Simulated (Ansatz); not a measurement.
Molecule: sum formula BNHCl2 (charge 0, doublet). It need not be the lowest isomer of its formula. SMILES: [NH]B(Cl)Cl
Geometry from a B3LYP-D3(BJ)/def2-TZVP (Ansatz, an electronic-structure program) optimisation:
```
B
N 1 1.3963
H 2 1.0139 1 126.06
Cl 1 1.7628 2 119.57 3 -92.52
Cl 1 1.7628 2 119.57 3 92.52
```
Charge 0, spin multiplicity 2.

Quantity: atomisation energy (electronic, to ground-state atoms), in kJ/mol. Valence correlation only, unless marked. UHF or UKS for open shells. Spin-orbit coupling is left out. Non-relativistic. The coupled-cluster limit lacks core correlation, which all-electron functionals hold. CBS(X,Y): correlation extrapolated as X^-3; Hartree-Fock from the larger set (for Q and 5 zeta extrapolated as (X+1)exp(-9√X)). The bracket is a focal-point correction in the basis named.

```csv
level,program,atomisation energy (kJ/mol)
HF/6-31G*,Ansatz,1174.7
BLYP/def2-TZVPD,Ansatz,1674.6
B3LYP/def2-TZVPD,Ansatz,1667.5
PBE0/STO-3G,Ansatz,1881.2
B2GP-PLYP/def2-TZVPD,Ansatz,1655.6
MP2/aug-cc-pV(D+d)Z,Ansatz,1590.8
"MP2/CBS(cc-pV(Q+d)Z,cc-pV(5+d)Z)",Ansatz,1730.5
"RI-MP2/CBS(cc-pV(T+d)Z,cc-pV(Q+d)Z)",Ansatz,1726.0
SCS-MP2/aug-cc-pV(T+d)Z,Ansatz,1645.9
CCSD/6-31G*,Ansatz,1485.0
CCSD(T)/6-31G*,Ansatz,1510.8
"RI-MP2/CBS(aug-cc-pV(T+d)Z,aug-cc-pV(Q+d)Z)+[CCSD(T)-MP2]/aug-cc-pV(T+d)Z",Ansatz,1664.2
"RI-MP2/CBS(aug-cc-pV(T+d)Z,aug-cc-pV(Q+d)Z)+[CCSD(T)-MP2]/aug-cc-pV(Q+d)Z",Ansatz,1665.4
"RI-MP2/CBS(cc-pV(T+d)Z,cc-pV(Q+d)Z)+[CCSD(T)-MP2]/cc-pV(Q+d)Z",Ansatz,1664.0
"CCSD(T)/CBS(cc-pV(Q+d)Z,cc-pV(5+d)Z)",Ansatz,1666.1
```
